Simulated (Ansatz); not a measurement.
SiH₄ClOF, singlet: a nudged elastic band.

in.yaml

```yaml
crystal:
  periodic: [false, false, false]
  atoms:
    - {symbol: Si, position_ang: [-0.712213, 0.024618, -0.163973]}
    - {symbol: F, position_ang: [-0.751668, -1.624154, -0.241682]}
    - {symbol: H, position_ang: [-0.918514, 0.255662, -1.604887]}
    - {symbol: H, position_ang: [-1.737304, 0.195873, 0.876953]}
    - {symbol: Cl, position_ang: [0.037239, 2.118940, 0.100379]}
    - {symbol: H, position_ang: [1.451071, -1.140279, 0.184433]}
    - {symbol: O, position_ang: [1.037389, -0.312673, 0.460794]}
    - {symbol: H, position_ang: [1.594000, 0.481913, 0.388083]}
basis:
  gaussian: {orbitals: def2-SVP}
hamiltonian: {xc: pbe0, dispersion: d4}
neb:
  images: 5
  climbing: true
  max_iterations: 30
  initial_path: idpp
  f_tol: 2.0
  final_atoms:
    - {symbol: Si, position_ang: [-0.582668, 0.826110, -0.271891]}
    - {symbol: F, position_ang: [0.512644, -2.620713, 0.965452]}
    - {symbol: H, position_ang: [-0.745772, 1.404612, -1.621860]}
    - {symbol: H, position_ang: [-1.766847, 0.097477, 0.210959]}
    - {symbol: Cl, position_ang: [-0.157830, 2.372936, 0.994728]}
    - {symbol: H, position_ang: [0.579144, -1.797081, 0.525103]}
    - {symbol: O, position_ang: [0.642769, -0.281306, -0.262859]}
    - {symbol: H, position_ang: [1.518561, -0.002135, -0.539531]}
```

Launched with

```bash
ansatz run in.yaml --threads 4 --pin off --events-out ev --progress --plain --max-ram 9574MiB
```

The run's output (Ansatz 0.2.0):

```
Functional definition: PBE0
  name "PBE0"
  cite "Adamo & Barone, J. Chem. Phys. 110, 6158 (1999) doi:10.1063/1.478522"
  cite "Perdew, Burke & Ernzerhof, Phys. Rev. Lett. 77, 3865 (1996) doi:10.1103/PhysRevLett.77.3865"
  parent pbe
  parameter a = 0.25
  parameter kappa = 0.804
  parameter beta = 0.06672455060314922
  exchange = (1 - a)*pbe_x(kappa = kappa, mu = beta*pi^2/3) + a*exact_x
  correlation = pbe_c(beta = beta)
839 factors; integrals over basis functions are off by at most 6.0e-4 eV
mean field evaluation 1: about -25205.9551 eV, gradient 4.4e1 eV
mean field evaluation 2: about -25203.9377 eV, gradient 5.8e1 eV
mean field evaluation 4: about -25209.1278 eV, gradient 1.2e0 eV
mean field evaluation 8: about -25209.1425 eV, gradient 2.8e-2 eV
mean field -25209.14250309 eV, -926.4188996180 hartree, gradient 3.0e-5 eV, S^2 0.000000; 0 other end points of the search recorded, 0 dependent functions left out
the calculation of the forces begins
reference -25209.14252482 eV, -926.4189004165 hartree; 26, 26 occupied and 58, 58 virtual orbitals, 839 factors
841 factors; integrals over basis functions are off by at most 1.1e-3 eV
mean field evaluation 16: about -25201.6364 eV, gradient 6.8e1 eV
mean field -25209.34804978 eV, -926.4264533195 hartree, gradient 1.9e-5 eV, S^2 0.000000; 0 other end points of the search recorded, 0 dependent functions left out
the calculation of the forces begins
reference -25209.34807031 eV, -926.4264540742 hartree; 26, 26 occupied and 58, 58 virtual orbitals, 841 factors
NEB end point (image 0): max|allowed force component| = 6.058e-1 eV/Å (the criterion of neb.relax_end_points is 4.000e-1)
NEB end point (image 6): max|allowed force component| = 4.675e-1 eV/Å (the criterion of neb.relax_end_points is 4.000e-1)
839 factors; integrals over basis functions are off by at most 6.6e-4 eV
mean field evaluation 32: about -25207.6526 eV, gradient 1.1e1 eV
mean field -25207.87937050 eV, -926.3724803517 hartree, gradient 1.3e-5 eV, S^2 0.000000; 0 other end points of the search recorded, 0 dependent functions left out
the calculation of the forces begins
reference -25207.87939213 eV, -926.3724811465 hartree; 26, 26 occupied and 58, 58 virtual orbitals, 839 factors
839 factors; integrals over basis functions are off by at most 8.1e-4 eV
mean field -25206.30730936 eV, -926.3147081703 hartree, gradient 1.3e-5 eV, S^2 0.000000; 0 other end points of the search recorded, 0 dependent functions left out
the calculation of the forces begins
reference -25206.30733079 eV, -926.3147089576 hartree; 26, 26 occupied and 58, 58 virtual orbitals, 839 factors
839 factors; integrals over basis functions are off by at most 8.0e-4 eV
mean field evaluation 64: about -25205.7864 eV, gradient 1.2e1 eV
mean field -25206.02098336 eV, -926.3041858837 hartree, gradient 8.4e-5 eV, S^2 0.000000; 0 other end points of the search recorded, 0 dependent functions left out
the calculation of the forces begins
reference -25206.02100479 eV, -926.3041866715 hartree; 26, 26 occupied and 58, 58 virtual orbitals, 839 factors
839 factors; integrals over basis functions are off by at most 1.1e-3 eV
mean field -25206.99529467 eV, -926.3399911641 hartree, gradient 9.2e-6 eV, S^2 0.000000; 0 other end points of the search recorded, 0 dependent functions left out
the calculation of the forces begins
reference -25206.99531654 eV, -926.3399919677 hartree; 26, 26 occupied and 58, 58 virtual orbitals, 839 factors
841 factors; integrals over basis functions are off by at most 1.1e-3 eV
mean field evaluation 96: about -25208.4606 eV, gradient 4.2e-1 eV
mean field -25208.46821668 eV, -926.3941200497 hartree, gradient 2.7e-5 eV, S^2 0.000000; 0 other end points of the search recorded, 0 dependent functions left out
the calculation of the forces begins
reference -25208.46823754 eV, -926.3941208163 hartree; 26, 26 occupied and 58, 58 virtual orbitals, 841 factors
NEB iter   1: max|band force component| = 4.662e0 eV/Å  barrier→ = 3.1232 eV  barrier← = 3.3152 eV  Δτ_max = 0.2000 Å  (181 SCF iters)
NEB iter   2: max|band force component| = 4.053e0 eV/Å  barrier→ = 1.7595 eV  barrier← = 1.9516 eV  Δτ_max = 0.2000 Å  (142 SCF iters)
NEB iter   3: max|band force component| = 6.655e0 eV/Å  barrier→ = 0.9002 eV  barrier← = 1.0922 eV  Δτ_max = 0.1015 Å  (144 SCF iters)
NEB iter   4: max|band force component| = 2.122e0 eV/Å  barrier→ = 0.6379 eV  barrier← = 0.8299 eV  Δτ_max = 0.1330 Å  (134 SCF iters)
NEB iter   5: max|band force component| = 1.312e0 eV/Å  barrier→ = 0.5537 eV  barrier← = 0.7457 eV  CI = image 2  Δτ_max = 0.0000 Å  (261 SCF iters)
Total energy: -25208.71591122 eV, -926.4032226558 hartree
Atom 0 at    -0.563136     0.286527    -0.059601 Å, force    -0.106771     0.475648    -0.202681 eV/Å
Atom 1 at    -0.412274    -1.688898     0.129260 Å, force    -0.270916    -0.107499    -0.173546 eV/Å
Atom 2 at    -0.781298     0.366308    -1.525036 Å, force    -0.037952    -0.213489     0.079803 eV/Å
Atom 3 at    -1.747052     0.071256     0.782400 Å, force    -0.049283     0.006949     0.251213 eV/Å
Atom 4 at    -0.217329     2.328753     0.464922 Å, force     0.131303    -0.353297    -0.165186 eV/Å
Atom 5 at     0.669686    -1.290357     0.181735 Å, force    -0.101645    -1.041372    -0.238261 eV/Å
Atom 6 at     1.122507    -0.260228     0.149933 Å, force     0.409230     1.170800     0.415222 eV/Å
Atom 7 at     1.928896     0.186540    -0.123513 Å, force     0.026034     0.062260     0.033436 eV/Å
Dipole moment:     0.544946    -0.196742    -0.171764 e Å

[the SCF lines of later steps are left out]
```

Hardware: 4 CPU threads of an Arm Neoverse V2, shared host. Wall time about 23 s.


The run ended normally. The force tolerance of 2 eV/Å lets the band stop early, so its barrier is not a converged value.